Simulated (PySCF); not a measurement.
CuI, charge -1, doublet, geometry from GFN2-xTB (such geometries of metal compounds can be far from the true shape) (the multiplicity is a formal guess) (core potentials on I) (in this run its highest filled SCF level lies above zero, so its values depend strongly on the basis, on diffuse functions most of all); BLYP/def2-SVP (PySCF).

Here is a job for PySCF.
```python
from pyscf import gto, scf, dft

mol = gto.Mole()
mol.atom = '''
    Cu   -0.00000000   -0.00000000   -1.64845868
    I     0.00000000    0.00000000    0.90198683
'''
mol.basis = 'def2-svp'
mol.ecp = {'I': 'def2-svp'}
mol.charge = -1
mol.spin = 1
mol.verbose = 4
mol.build()

mf = dft.UKS(mol)
mf.xc = 'blyp'
mf.kernel()
```

The log (banner, timings and long lists left out):

```
PySCF version 2.14.0

[INPUT] verbose = 4
[INPUT] num. atoms = 2
[INPUT] num. electrons = 55
[INPUT] charge = -1
[INPUT] spin (= nelec alpha-beta = 2S) = 1
[INPUT] symmetry False subgroup None
[INPUT] Mole.unit = angstrom
[INPUT] Symbol           X                Y                Z      unit          X                Y                Z       unit  Magmom
[INPUT]  1 Cu     0.000000000000   0.000000000000  -1.648458680000 AA    0.000000000000   0.000000000000  -3.115135432862 Bohr   0.0
[INPUT]  2 I      0.000000000000   0.000000000000   0.901986830000 AA    0.000000000000   0.000000000000   1.704508076665 Bohr   0.0

nuclear repulsion = 150.42606337314
number of shells = 21
number of NR pGTOs = 134
number of NR cGTOs = 57
basis = def2-svp
ecp = {'I': 'def2-svp'}

******** <class 'pyscf.dft.uks.UKS'> ********
method = UKS
initial guess = minao
damping factor = 0
level_shift factor = 0
DIIS = <class 'pyscf.scf.diis.CDIIS'>
diis_start_cycle = 1
diis_space = 8
diis_damp = 0
SCF conv_tol = 1e-09
SCF conv_tol_grad = None
SCF max_cycles = 50
direct_scf = True
direct_scf_tol = 1e-13
number electrons alpha = 28  beta = 27
XC library pyscf.dft.libxc version 7.1.2
    S. Lehtola, C. Steigemann, M. J. T. Oliveira, and M. A. L. Marques,  SoftwareX 7, 1–5 (2018)
XC functionals = blyp
    A. D. Becke,  Phys. Rev. A 38, 3098 (1988)
    C. Lee, W. Yang, and R. G. Parr,  Phys. Rev. B 37, 785 (1988)
    B. Miehlich, A. Savin, H. Stoll, and H. Preuss,  Chem. Phys. Lett. 157, 200 (1989)
radial grids:
    Treutler-Ahlrichs [JCP 102, 346 (1995); DOI:10.1063/1.469408] (M4) radial grids

becke partition: Becke, JCP 88, 2547 (1988); DOI:10.1063/1.454033
pruning grids: <function nwchem_prune>
grids dens level: 3
symmetrized grids: False
atomic radii adjust function: <function treutler_atomic_radii_adjust>
small_rho_cutoff = 0
Set gradient conv threshold to 3.16228e-05
tot grids = 42600
init E= -1906.84999532506

cycle= 1 E= -1891.00566598396  delta_E= 15.8  |g|= 7.96  |ddm|= 9.49
cycle= 2 E= -1800.08275227119  delta_E= 90.9  |g|=  6.4  |ddm|= 13.1
cycle= 3 E= -1876.44276821287  delta_E= -76.4  |g|= 4.99  |ddm|= 15.5
cycle= 4 E= -1933.6473790597  delta_E= -57.2  |g|= 2.97  |ddm|= 9.92
cycle= 5 E= -1886.77118641074  delta_E= 46.9  |g|= 4.96  |ddm|= 12.9
cycle= 6 E= -1897.09077013246  delta_E= -10.3  |g|=  5.8  |ddm|= 5.57
cycle= 7 E= -1900.46847164473  delta_E= -3.38  |g|= 6.55  |ddm|= 0.931
cycle= 8 E= -1904.33383910819  delta_E= -3.87  |g|= 6.94  |ddm|=  4.8
cycle= 9 E= -1908.69410998825  delta_E= -4.36  |g|= 7.39  |ddm|= 1.72
cycle= 10 E= -1896.82536174023  delta_E= 11.9  |g|= 5.82  |ddm|= 4.55
cycle= 11 E= -1927.61021414278  delta_E= -30.8  |g|= 2.81  |ddm|= 14.6
cycle= 12 E= -1937.58763843729  delta_E= -9.98  |g|= 0.847  |ddm|= 9.18

cycle= 13 E= -1937.18885255684  delta_E= 0.399  |g|= 1.68  |ddm|= 3.23
cycle= 14 E= -1938.04284654014  delta_E= -0.854  |g|= 0.257  |ddm|= 1.61
cycle= 15 E= -1938.07597361816  delta_E= -0.0331  |g|= 0.101  |ddm|= 0.436
cycle= 16 E= -1938.07878426365  delta_E= -0.00281  |g|= 0.04  |ddm|= 0.154
cycle= 17 E= -1938.07949625013  delta_E= -0.000712  |g|= 0.0181  |ddm|= 0.101
cycle= 18 E= -1938.07966087189  delta_E= -0.000165  |g|= 0.004  |ddm|= 0.0303
cycle= 19 E= -1938.07967001961  delta_E= -9.15e-06  |g|= 0.000331  |ddm|= 0.00842
cycle= 20 E= -1938.07967011863  delta_E= -9.9e-08  |g|= 0.000106  |ddm|= 0.00107
cycle= 21 E= -1938.07967012328  delta_E= -4.65e-09  |g|= 9.73e-06  |ddm|= 0.000167
cycle= 22 E= -1938.07967012334  delta_E= -6.23e-11  |g|= 2.98e-06  |ddm|= 1.79e-05
Extra cycle  E= -1938.07967012329  delta_E= 5.46e-11  |g|= 1.33e-05  |ddm|= 1.82e-05
converged SCF energy = -1938.07967012329  <S^2> = 0.75081191  2S+1 = 2.0008117
```
